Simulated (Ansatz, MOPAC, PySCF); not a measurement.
Torsion H3–S1–Pb2–H4 in H2PbS (SMILES [SH][PbH]); at each angle all else is relaxed with GFN2-xTB, and the levels are single points there.
Geometry at 180° (charge 0, multiplicity 1):
```xyz
4

S     -1.3081     0.6863     0.2670
Pb     1.1472     0.6665    -0.2407
H     -1.6013    -0.5469    -0.1268
H      1.3836     2.3846     0.3430
```
Energies count from the point at 180°.

The state reached by AM1 isn't checked.

Codes used: Ansatz (a program for electronic structure); MOPAC for AM1 (differences of heats of formation); PySCF for the dispersion terms.  In def2 rows elements past Kr take small-core potentials, without spin–orbit coupling.

Energies in kcal/mol.

| dihedral (°) | AM1 | PBE-D4/def2-TZVPP | BLYP-D3(BJ)/def2-TZVPP | r2SCAN-D4/def2-TZVPP | B3LYP-D4/def2-TZVPP | wB97M-V/def2-TZVPP |
|---|---|---|---|---|---|---|
| 0 | -0.16 | 0.52 | 0.50 | 0.55 | 0.52 | 0.57 |
| 30 | 1.78 | 2.57 | 2.49 | 2.67 | 2.52 | 2.56 |
| 60 | 6.36 | 7.64 | 7.45 | 7.82 | 7.36 | 7.23 |
| 90 | 9.34 | 11.29 | 11.10 | 11.29 | 10.60 | 10.18 |
| 120 | 6.53 | 7.75 | 7.56 | 7.94 | 7.48 | 7.34 |
| 150 | 1.97 | 2.33 | 2.26 | 2.43 | 2.29 | 2.30 |
| 180 | 0.00 | 0.00 | 0.00 | 0.00 | 0.00 | 0.00 |
| 210 | 1.97 | 2.33 | 2.26 | 2.43 | 2.29 | 2.30 |
| 240 | 6.53 | 7.75 | 7.56 | 7.94 | 7.48 | 7.34 |
| 270 | 9.34 | 11.29 | 11.10 | 11.29 | 10.60 | 10.18 |
| 300 | 6.36 | 7.64 | 7.45 | 7.82 | 7.36 | 7.23 |
| 330 | 1.78 | 2.57 | 2.49 | 2.67 | 2.52 | 2.56 |
